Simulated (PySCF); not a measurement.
C6H9FO2.
SMILES: `O=C1CCOC[C@H]1CF`

Theory: TDDFT PBE0/def2-SVPD, vertical, gas phase, core orbitals frozen in the response (PySCF 2.14.0, density-fitted response routines). The structure is a single GFN2-xTB conformer in the gas phase; no vibrational or solvent corrections.

Question: List the vertical singlet excitations with oscillator strengths and describe the spectrum.

Answer: 

```
state  λ (nm)  E (eV)       f  |μ| (D)  main configurations (H = HOMO, L = LUMO)
   S1   285.3    4.35  0.0001     0.06                                 H→L (97%)
   S2   211.3    5.87   0.026     1.08                               H-1→L (99%)
   S3   174.8    7.09   0.011     0.63                               H-2→L (93%)
   S4   174.2    7.12   0.015     0.74                               H→L+1 (86%)
   S5   166.3    7.46  0.0003     0.11                               H→L+2 (92%)
   S6   163.6    7.58  0.0067     0.48                   H-3→L (84%), H-4→L (9%)
```

Triplets (Tamm–Dancoff): T1 3.76 eV, H→L (96%); T2 5.46 eV, H-1→L (83%), H-5→L (9%).

The lowest singlet lies at 4.35 eV (285 nm, ultraviolet) and is dark (f under 0.0005); its leading configuration is HOMO→LUMO (97%). The strongest level in the table is S2 at 5.87 eV (211 nm, f = 0.026). S1 has the pattern of n→π* at C=O. Orbital energies (eV): HOMO-3 -9.80, HOMO-2 -9.33, HOMO-1 -8.06, HOMO -7.56, LUMO -0.98, LUMO+1 0.73, LUMO+2 0.95. The oscillator strengths of these states sum to 0.058; summed over the whole spectrum of an exact calculation they would give the number of electrons, 70 (Thomas–Reiche–Kuhn). The listed states span 3.23 eV, and the widest gap between neighbours is 1.52 eV (S1 to S2). No computed singlet lies in the visible range (380 to 750 nm); the lowest, at 285 nm, stands 1.08 eV above its violet end (3.26 eV). Singlets were solved by full linear response, triplets in the Tamm–Dancoff approximation.

The run took 94 s of wall time on Intel Xeon Platinum 8259CL at 2.50 GHz, one thread (shared host), and the process peaked at 1.0 GiB of memory.
